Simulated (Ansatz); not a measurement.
C3H6O, charge +1, doublet, at a GFN2-xTB geometry (a state made from the parent by changing its charge; the spin is typed, not shown lowest); MP2/STO-3G (Ansatz, an electronic-structure program).

Input for Ansatz:
Ansatz 0.2 input:
```yaml
crystal:
  periodic: [false, false, false]
  atoms:
    - {symbol: C, position_ang: [-1.18597595, -0.14441293, -0.71373654]}
    - {symbol: C, position_ang: [-0.01271310, -0.00375321, 0.24223374]}
    - {symbol: C, position_ang: [1.25579545, 0.16576373, -0.57745768]}
    - {symbol: O, position_ang: [-0.07584897, -0.02317817, 1.41320140]}
    - {symbol: H, position_ang: [-1.30258545, -1.21644870, -0.90209386]}
    - {symbol: H, position_ang: [-1.03621479, 0.37090044, -1.65944088]}
    - {symbol: H, position_ang: [-2.06911206, 0.23818194, -0.19380452]}
    - {symbol: H, position_ang: [2.08828814, -0.17109857, 0.04700893]}
    - {symbol: H, position_ang: [1.22921474, -0.37762274, -1.51942441]}
    - {symbol: H, position_ang: [1.35456264, 1.23592760, -0.78409358]}
basis:
  gaussian:
    orbitals: STO-3G
total_charge: 1
magnetization: {spin_polarized: true, initial_magnetization: 1}
correlation: {method: mp2}
```

**Question.** Predict the main parts of the log of this Ansatz run.

**Answer.** 
```
Functional definition: HF
365 factors; integrals over basis functions are off by at most 4.5e-5 eV
mean field evaluation 1: about -5146.1450 eV, gradient 2.3e1 eV
mean field evaluation 2: about -5146.3063 eV, gradient 2.3e1 eV
mean field evaluation 4: about -5150.3098 eV, gradient 4.1e0 eV
mean field evaluation 8: about -5150.8801 eV, gradient 1.7e-1 eV
mean field evaluation 16: about -5149.6029 eV, gradient 7.6e0 eV
mean field -5150.87778053 eV, -189.2912670442 hartree, gradient 3.0e-6 eV, S^2 0.789554; 1 other end points of the search recorded, 0 dependent functions left out
4 core orbitals not correlated
reference -5150.87778053 eV, -189.2912670442 hartree; 12, 11 occupied and 10, 11 virtual orbitals, 365 factors
second order -5.17691998 eV of doubles, -0.00000000 eV of singles
Total energy: -5156.05470051 eV, -189.4815153443 hartree
```
